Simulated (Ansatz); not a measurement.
Mulliken charges of `CC[Si]O` from B3LYP/def2-TZVPP in Ansatz (PBE0-D4/def2-TZVP geometry).

| atom | x (Å) | y (Å) | z (Å) | charge (e) |
| --- | --- | --- | --- | --- |
| C1 | 0.080 | 0.881 | -0.453 | -0.284 |
| C2 | -0.716 | 0.061 | 0.551 | -0.225 |
| Si3 | -0.179 | -1.735 | 0.939 | 0.285 |
| O4 | 1.139 | -1.928 | -0.042 | -0.354 |
| H5 | 0.088 | 0.412 | -1.443 | 0.077 |
| H6 | -0.329 | 1.886 | -0.587 | 0.093 |
| H7 | 1.121 | 1.007 | -0.138 | 0.079 |
| H8 | -0.760 | 0.568 | 1.526 | 0.074 |
| H9 | -1.771 | -0.014 | 0.248 | 0.074 |
| H10 | 1.410 | -1.190 | -0.599 | 0.181 |

**Question.** By hand: the dipole of these point charges (1 e Å = 4.8032 D).

**Answer.** Σ q r = (-0.183, 0.036, 0.133) e Å, of length 0.229 e Å = 1.10 D.

**Question.** How does the dipole of the full density compare? (An estimate is asked.)

**Answer.** Computed: (-0.037, 0.468, -0.184) e Å, 2.42 D; the point charges give 0.45 times that, at 90° from its direction.

Point charges leave out the atoms' own dipoles, such as those of lone pairs, and Mulliken's split depends on the basis, so the two needn't agree.

B3LYP here is the variant with VWN-RPA as its local correlation; programs differ in this.
